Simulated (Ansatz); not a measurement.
System: sum formula BOF$_{2}$, charge -1, multiplicity 1. It need not be the lowest isomer of its formula. Whether it binds its extra electron was not tested at this geometry. 
Geometry from a B3LYP-D3(BJ)/def2-TZVP (Ansatz, a program for electronic structure) optimisation:
```xyz
4

B      0.1543    -0.0299     0.0368
F     -0.5043     1.2097     0.1096
F     -0.7978    -0.9573    -0.4205
O      1.3684    -0.2653     0.3268
```
Charge -1, spin multiplicity 1.

Basis-set convergence of Hartree-Fock and CCSD(T) correlation energies (hartree) with Ansatz. Cores are frozen in the correlated levels unless marked. No spin-orbit coupling. Non-relativistic.

```json
[
 {"basis": "aug-cc-pVDZ", "functions": "92", "E(HF)": "-298.65832", "E(corr, CCSD(T))": "-0.72086", "rough core time": "under 20 s"},
 {"basis": "aug-cc-pVTZ", "functions": "184", "E(HF)": "?", "E(corr, CCSD(T))": "?", "rough core time": "24 s"}
]
```

Task: Some entries are withheld; supply them.

Result: 
- aug-cc-pVTZ, E(HF): -298.74404
- aug-cc-pVTZ, E(corr, CCSD(T)): -0.89408
